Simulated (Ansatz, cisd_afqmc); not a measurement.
Species: Sn, charge 1, doublet.

Total energies in def2-QZVPPD, 3 correlated electrons, 9 frozen orbitals. Open shells are spin-unrestricted; no spin-orbit coupling. Cores are frozen in correlated methods (noble-gas shells, and filled d and f shells in the p block). Past Kr the def2 sets carry scalar-relativistic core potentials. The Monte Carlo rows (phaseless AFQMC, CISD trial, step 0.005/hartree) carry one-sigma bars that omit the constraint's bias. Outlying blocks are dropped, and bars are widened where a walk drifts. Over all cases where full CI ran beside it in this data, AFQMC minus full CI had a median of +0.1 mEh and passed +0.4 mEh in a tenth of the cases. Spin-orbit terms, left out, reach several kcal/mol for Br and I, and more for heavier atoms.

```csv
method,program,energy (Eh),minus CCSDT (mEh)
HF,Ansatz,-213.08900,46.44
MP2,Ansatz,-213.12362,11.82
CCSD,Ansatz,-213.13449,0.95
CCSD(T),Ansatz,-213.13523,0.21
CCSDT,Ansatz,-213.13544,0.00
AFQMC/CISD,cisd_afqmc,-213.1354 ± 0.0001,0.1 ± 0.1
```

Ansatz is a first-principles code.
